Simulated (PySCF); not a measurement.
# A small calculation by hand: chemical shift, span and skew from a shielding tensor

C2H9ClSi3, SMILES C=C([SiH2][SiH2][SiH3])Cl. Atoms are numbered in the order given.

```xyz
15

C      2.9491    -0.4696     0.0577
C      1.7556     0.1254     0.1423
Cl     1.1847     1.1437    -1.1886
Si     0.5167    -0.0222     1.5584
Si    -1.4516    -1.0318     0.7611
Si    -2.3127     0.0639    -1.1362
H      3.3006    -1.0975     0.8813
H      3.6015    -0.3522    -0.8124
H      1.1562    -0.8277     2.6406
H      0.2093     1.3442     2.0712
H     -1.1620    -2.4610     0.4305
H     -2.4698    -1.0073     1.8570
H     -2.3132     1.5397    -0.9238
H     -1.5052    -0.2703    -2.3419
H     -3.7203    -0.3845    -1.3624
```

Coordinates come from a B3LYP-D3(BJ)/def2-SVP optimisation. This is a generated structure with no PubChem entry under its InChIKey; it may be hypothetical. The values are those of a single conformer.

GIAO shieldings from PBE/pcSseg-1 run with PySCF, non-relativistic, no solvent. The symmetric part of the tensor of Si4 has the principal values 353.5, 382.5, 446.2 ppm. The same nucleus in TMS has σ = 335.4 ppm at this level (PySCF, at its B3LYP-D3(BJ)/def2-TZVP geometry). Without spin–orbit terms, shifts of atoms bonded to Cl or Br come out too high.

Question: Work out the isotropic shielding, the ²⁹Si shift against TMS, the span and the skew.

Answer: 
σ(iso) = (σ11 + σ22 + σ33)/3 = 394.1 ppm. δ = σ(ref) − σ(iso) = 335.4 − (394.1) = -58.7 ppm.
Span Ω = σ33 − σ11 = 92.7 ppm. Skew κ = 3(σ(iso) − σ22)/Ω = 0.37. Tumbling in solution averages the tensor to δ; in a static solid the shielding alone would spread this spin-1/2 line over Ω.
